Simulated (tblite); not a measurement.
Compound: C5H9ClSi.
SMILES with atom numbers: `[CH3:1][C@@H:2]1[CH:3]=[C:4]([Cl:5])[CH2:6][SiH2:7]1` (hydrogens: H8, H9, H10 on C1; H11 on C2; H12 on C3; H13, H14 on C6; H15, H16 on Si7)

Method: GFN2-xTB as coded in tblite; computed harmonic values from a numerical Hessian at the method's own geometry, unscaled. The method is semi-empirical: single wavenumbers can be off by several per cent or more. Modes of hydrogen on silicon can be 10 to 20 % off.

Harmonic wavenumbers (cm⁻¹): 51.6, 122.2, 212.2, 228.9, 285.7, 350.1, 364.7, 422.7, 463.8, 503.8, 539.7, 641.9, 677.1, 748.2, 754.2, 771.3, 821.3, 838.9, 951.3, 1005.2, 1023.5, 1090.7, 1098.8, 1101.2, 1206.4, 1224.2, 1258.6, 1284.2, 1410.5, 1456.7, 1502.0, 1507.3, 1703.5, 2256.2, 2260.6, 2917.0, 2969.0, 2992.5, 3013.7, 3031.6, 3037.8, 3085.7.

A = 3196, B = 1141, C = 891.9 MHz; mass 132.016 u (most abundant isotopes); point group C1, symmetry number 1.

**Question.** What is the zero-point energy?

**Answer.** ½Σν̃ = 26593 cm⁻¹ = 318.13 kJ/mol.

**Question.** What is S at 298.15 K and 1 bar for an ideal gas of classical rigid rotors and harmonic oscillators?

**Answer.** Translation 169.75, rotation 121.26, vibration 87.24: S = 378.3 J/(mol K).

**Question.** And Cp and H(298.15 K) − H(0)?

**Answer.** Cp = 141.19 J/(mol K), of which vibrations give 107.94 (their classical limit is 42 R = 349.2); H(298.15 K) − H(0) = 24.71 kJ/mol without the zero-point energy, 14.79 from vibrations.

**Question.** What must be added to the electronic energy to get the Gibbs energy at 298.15 K and 1 bar?

**Answer.** ZPE + [H(298.15 K) − H(0)] − T·S = 318.13 + 24.71 − 112.78 = 230.06 kJ/mol.

**Question.** How do the functions run with temperature in this model?

**Answer.** 
| T (K) | S (J/(mol K)) | Cp (J/(mol K)) | H − H(0) (kJ/mol) | G − H(0) (kJ/mol) | ln q(vib) |
| --- | --- | --- | --- | --- | --- |
| 100 | 274.9 | 62.2 | 4.56 | -22.94 | 0.95 |
| 200 | 330.1 | 102.0 | 12.75 | -53.28 | 2.64 |
| 300 | 379.1 | 141.9 | 24.97 | -88.77 | 4.56 |
| 500 | 467.8 | 206.9 | 60.25 | -173.67 | 8.71 |
| 800 | 579.5 | 267.3 | 132.22 | -331.37 | 14.87 |
| 1000 | 642.1 | 293.2 | 188.41 | -453.66 | 18.72 |

q(vib) and H(0) count from the zero-point level.

Hindered rotation and anharmonicity are outside this model. The structure is chiral; the term R ln 2 for an equal mix with its mirror image is left out.
